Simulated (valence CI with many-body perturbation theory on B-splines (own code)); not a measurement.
Hf XLI: key properties

Level of theory: relativistic CI+MBPT: four valence electrons over a frozen Dirac-Fock core [Ar] 3d10, a basis of 9 s, 9 p, 8 d, 6 f, 3 g, 1 h functions for each j, with the one-electron correlation potential Σ1, the two-electron term Σ2, the three-electron term Σ3, Breit, model QED; selected CI, second order for the rest, scaled by the run's own slope (own B-spline code, finite nucleus).

The last digits are not significant, and no measured levels were compared; by estimate large intervals hold to a few tenths of a per cent, small ones and those within an open d or f shell to about a per cent.

Levels are named by their leading jj configuration (3d3/2^4 stands for four electrons in 3d with j = 3/2), which in mixed levels can hold well under half, so a name can repeat and another be missing.

Rates and lifetimes use the calculated energies. Strong lines usually hold to 10 to 20 %, long lifetimes can be off by a factor of two.

What is the ground level?

(4s^2 4p1/2^2) J=0, composition 70 % 4s²4p² ³P + 29 % 4s²4p² ¹S.

Among levels below 3031700 cm⁻¹, which E1 lines absorb most strongly from the ground level?

to (4s^2 4p1/2 4d3/2) J=1 at 5.128 nm, f = 1.61; to (4s 4p1/2^2 4p3/2) J=1 at 6.751 nm, f = 0.526; to (4s 4p1/2 4p3/2^2) J=1 at 4.656 nm, f = 0.0270.

Where does the other parity begin?

At (4s 4p1/2^2 4p3/2) J=2, 1367500 cm⁻¹.

Name the longest-lived excited levels whose lifetime is computed, and their main decay.

(4s^2 4p1/2 4p3/2) J=2 at 666550 cm⁻¹ lives 12.1 μs, mostly by E2 to (4s^2 4p1/2^2) J=0; (4s^2 4p3/2 4d5/2) J=4 at 2634300 cm⁻¹ lives 373 ns, mostly by M1 to (4s^2 4p1/2 4d5/2) J=3; (4s^2 4p1/2 4p3/2) J=1 at 633360 cm⁻¹ lives 314 ns, mostly by M1 to (4s^2 4p1/2^2) J=0.

What are the static dipole polarisabilities of the lowest levels?

(4s^2 4p1/2^2) J=0 0.0358; (4s^2 4p1/2 4p3/2) J=1 0.0420 (tensor 0.0015); (4s^2 4p1/2 4p3/2) J=2 0.0418 (tensor 0.0028) bohr³, of which the core gives 0.00241.
